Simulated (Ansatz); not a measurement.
Geometry optimisation, RHF/def2-SVP in Ansatz.

Input:

```yaml
crystal:
  periodic: [false, false, false]
  atoms:
    - { symbol: C, position_ang: [-0.6492, 0.344, -0.6787] }
    - { symbol: "N", position_ang: [-0.1126, 1.0241, 0.4317] }
    - { symbol: Sn, position_ang: [0.7758, -0.8611, 0.0795] }
    - { symbol: H, position_ang: [-1.6716, 0.0703, -0.519] }
    - { symbol: H, position_ang: [-0.4369, 0.8951, -1.657] }
    - { symbol: H, position_ang: [-0.7378, 0.9144, 1.257] }
    - { symbol: H, position_ang: [2.4849, -0.566, -0.4098] }
    - { symbol: H, position_ang: [0.4396, -1.8779, 1.4406] }
basis:
  gaussian: { orbitals: def2-SVP }
hamiltonian:
  xc: hf
relax:
  f_tol: 0.02
  max_steps: 50
output:
  orbitals: {}
```

Run as:

```bash
$ ansatz run input.yaml --threads 1 --pin off --max-ram 2048MiB --backend cpu --events-out ev --progress --plain --runs-dir out
```

Problem. Where does it end, and by what steps?

Solution. It converged. After 6 steps the energy has fallen by 0.474 eV; H7 moved furthest, 0.17 Å.

```
step  energy less start (eV)  largest force component (eV/Å)  accepted
   0                  0.0000                           3.052       yes
   1                 -0.3244                           2.110       yes
   2                 -0.4615                           0.393       yes
   3                 -0.4521                           0.501        no
   4                 -0.4730                           0.047       yes
   5                 -0.4734                           0.023       yes
   6                 -0.4735                           0.015       yes
```

```xyz
8
Properties=species:S:1:pos:R:3
C -0.720 0.402 -0.675
N -0.082 1.016 0.441
Sn 0.856 -0.845 0.082
H -1.735 0.024 -0.572
H -0.539 0.857 -1.644
H -0.681 1.066 1.247
H 2.500 -0.620 -0.247
H 0.493 -1.957 1.311
```

Run time: 28 s on 1 thread of Arm Neoverse N1 (shared host), peak memory 0.15 GiB.
